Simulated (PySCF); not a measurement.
# Radial density of N³⁺ (nitrogen, charge +3)

M06-L, [He] 2s2, closed-shell 1S. Calculation: PySCF 2.14, in x2c-SVPall (3s2p1d, 14 functions); scalar relativity by spin-free X2C-1e.

```
r (bohr)  4πr²ρ (e/bohr)
 0.00388         0.03655
 0.00652          0.1019
  0.0110          0.2771
  0.0184          0.7116
  0.0310           1.663
  0.0522           3.506
  0.0878           6.018
   0.148           7.486
   0.248           5.328
   0.418           1.848
   0.703           1.541
    1.18           1.724
    1.99          0.2872
    3.34        0.001682
```

Densities and radii are taken from the X2C orbitals without a picture-change correction, which distorts them close to the nucleus.
